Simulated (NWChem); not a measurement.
Relativistic effects in Ga$_{2}$

```xyz
2

Ga     0.0000     0.0000     1.2227
Ga     0.0000     0.0000    -1.2227
```
Charge 0, spin multiplicity 3.

The numbers come from NWChem runs, not from measurements. All single points use one geometry, from UPBE0/def2-SVP, a minimum by its harmonic frequencies.

Functional B3LYP, all-electron basis x2c-SVPall-2c, contracted for the X2C Hamiltonian and used here with ZORA. The ion keeps the geometry and has multiplicity 2 in the scalar run; the spin-orbit run starts from the same electron counts.

Costs are rough ratios of processor time within this set of runs, SCF included, with scalar ZORA as 1.

B3LYP has NWChem's definition, with VWN1-RPA local correlation. This spin state was chosen for the runs; another may lie lower. The structure started from a generated list of species. No SCF solution was tested for a lower state.

| Hamiltonian | ΔSCF ionisation energy (eV) | relative cost |
|---|---|---|
| scalar ZORA | 6.57 | 1 |
| spin-orbit ZORA | 6.54 | under 3 |

From scalar ZORA to spin-orbit ZORA the ionisation energy falls by 0.03 eV.
